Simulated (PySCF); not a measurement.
Compound: C₆H₈B₂.
Atom-mapped SMILES: `[BH2:1][C:2]1=[CH:3][BH:4][CH:5]=[CH:6][CH:7]=[CH:8]1`

Structure used (PBE0-D3(BJ)/def2-SVP), in Å, numbered top down from 1:
```xyz
16
C6H8B2 angstrom
B      2.7028    0.3903    0.0673
C      1.1549    0.1988    0.0339
C      0.3632    1.3328    0.1714
B     -1.1645    1.4928    0.1760
C     -2.1412    0.3342    0.0252
C     -1.8574   -1.0030   -0.1348
C     -0.5966   -1.6541   -0.2052
C      0.6778   -1.1431   -0.1355
H      3.4458   -0.5581   -0.0475
H      3.1700    1.4957    0.2083
H      0.9480    2.2542    0.2919
H     -1.6132    2.6122    0.3079
H     -3.2141    0.5638    0.0436
H     -2.7102   -1.6882   -0.2248
H     -0.6525   -2.7397   -0.3382
H      1.4722   -1.8919   -0.2233
```

NICS = −σ at a ghost point: NICS(0) at the centroid of the ring atoms, NICS(1) 1 Å to either side along the normal of their mean plane, zz for the tensor component along that normal. Level: GIAO PBE0/pcSseg-1 (PySCF, non-relativistic, gas phase) on the PBE0-D3(BJ)/def2-SVP geometry, one conformer.

Ring bond lengths (Å), with Mayer bond orders in brackets: C2–C3 1.390 (1.57), C3–B4 1.536 (1.07), B4–C5 1.523 (1.11), C5–C6 1.376 (1.61), C6–C7 1.421 (1.31), C7–C8 1.375 (1.61), C8–C2 1.434 (1.25).

Problem. Give the NICS values of each ring in ppm.

Solution. 
```csv
ring,type,NICS(0),"NICS(1), two faces","NICS(1)zz, two faces",rms pucker (Å),"centre to ring atoms, mean (Å)"
C2–C3–B4–C5–C6–C7–C8,"7-membered ring with B; formal bonds 3 double, 4 single",-3.3,-7.2 / -7.2,-19.3 / -19.3,0.00,1.65
```

Problem. What can be read from them?

Solution. 
- C2–C3–B4–C5–C6–C7–C8: mean NICS(1)zz -19.3 ppm, shielded.

Problem. At the first NICS(1) probe listed for ring C2–C3–B4–C5–C6–C7–C8, 1 Å off the ring, how large is the induced field along the normal in 9.4 T applied along it?

Solution. NICSzz × B0 = -19.3 ppm × 9.4 T = -181 μT, against the applied field.

Problem. Give the inner angles of the rings and the Hirshfeld charges of the ring atoms.

Solution. 
- C2–C3–B4–C5–C6–C7–C8: C2 125.9° (-0.054 e), C3 130.7° (-0.065 e), B4 123.9° (+0.075 e), C5 128.2° (-0.094 e), C6 129.3° (-0.011 e), C7 130.5° (-0.028 e), C8 131.5° (-0.017 e); sum 900.0° against 900° for a flat convex ring.

Problem. How shielded are the nuclei of the rings and their hydrogens (means over atoms taken as equivalent)?

Solution. 
```tsv
atoms	environment	σ isotropic (ppm)	principal values of the symmetric part, first atom (ppm)
C2	unsaturated ring carbon	17.5	-85.6, -42.5, 180.5
C3	unsaturated ring CH carbon	-5.3	-142.2, -30.9, 157.3
B4	ring boron	54.3	8.2, 27.0, 127.6
C5	unsaturated ring CH carbon	20.3	-125.3, 12.6, 173.5
C6	unsaturated ring CH carbon	26.0	-94.0, 15.0, 157.2
C7	unsaturated ring CH carbon	42.3	-70.9, 41.4, 156.3
C8	unsaturated ring CH carbon	28.4	-77.6, 18.2, 144.5
H11	vinylic hydrogen	21.66	17.8, 19.8, 27.3
H12	B–H hydrogen	24.58	22.9, 23.2, 27.7
H13	vinylic hydrogen	22.63	19.3, 20.8, 27.8
H14	vinylic hydrogen	22.99	19.0, 22.3, 27.7
H15	vinylic hydrogen	23.56	19.4, 23.3, 27.9
H16	vinylic hydrogen	22.92	18.7, 22.3, 27.8
```

Problem. How do the values depend on the level or the medium?

Solution. 
```
                                 level  NICS(0), C2–C3–B4–C5–C6–C7–C8  mean NICS(1)zz, C2–C3–B4–C5–C6–C7–C8
                    PBE0/pcSseg-1, gas                           -3.3                                 -19.3
                 wB97X-D/pcSseg-1, gas                           -3.0                                 -18.7
     PBE0/pcSseg-1, IEF-PCM chloroform                           -3.3                                 -19.6
PBE0/pcSseg-1, IEF-PCM dichloromethane                           -3.3                                 -19.6
```

The geometry is the same throughout; the continuum's cavity takes Bondi-type radii × 1.2.
